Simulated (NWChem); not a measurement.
A series in which one site is exchanged, each optimised at PBE0/def2-SVP with NWChem, gas phase unless a solvent is named. This build's default masses of Se (78.918 u) and Br (79.917 u) are each other's, which moves their modes by up to 0.6 %.

A: CC=C=C (C$_{4}$H$_{6}$; site = H)
B: CC=C=CBr (C4H5Br; site = Br)
C: CC=C=CF (C4H5F; site = F)
D: CC=C=CCl (C4H5Cl; site = Cl)

**Question.** Rank them by SMD solvation free energy in water, PBE0/def2-SVP (kcal/mol), lowest first.

**Answer.** B (-0.5), D (0.1), C (0.6), A (1.0)
